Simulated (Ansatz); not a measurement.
Nd(NH2)3 (NdN3H6). Charge 0, multiplicity 4. Geometry PBE-D4/def2-SVP, basis def2-TZVP, Ansatz.

Cartesian coordinates in Å:
```
Nd -0.2383 0.1524 0.2414
N 0.1808 1.9738 -0.9837
H -0.3440 2.3693 -1.7783
H 1.0522 2.5252 -0.9440
N 1.3116 -0.5056 1.7108
H 1.4674 -1.4772 2.0217
H 2.0941 0.0287 2.1181
N -1.6179 -1.3905 -0.6018
H -2.0615 -1.3427 -1.5325
H -1.8444 -2.3335 -0.2516
```

| run | HOMO (eV) | LUMO (eV) |
| --- | --- | --- |
| A | -5.04 | -2.40 |
| B | -3.99 | -3.49 |
| C | -4.40 | -3.07 |
| D | -6.08 | -1.19 |
| E | -8.52 | 0.36 |
| F | -7.29 | -0.71 |

In the def2 sets Nd takes a core potential; there is no spin–orbit coupling. With an open 4f shell the SCF may have ended on a state above the lowest.

HOMO and LUMO are taken over both spins.

Problem. The runs used BHLYP, LDA (SPW92), PBE, PBE0, r2SCAN, ωB97X-V. Estimate which is which.

Solution. A r2SCAN (0 % exact exchange); B LDA (SPW92) (0 % exact exchange); C PBE (0 % exact exchange); D PBE0 (25 % exact exchange); E ωB97X-V (range-separated); F BHLYP (50 % exact exchange). Exact exchange lowers occupied and raises empty levels; among semilocal functionals meta-GGAs tend to open the gap a little, and such runs are hard to tell apart. The gap grows from 0.50 eV (LDA (SPW92)) to 8.88 eV (ωB97X-V).
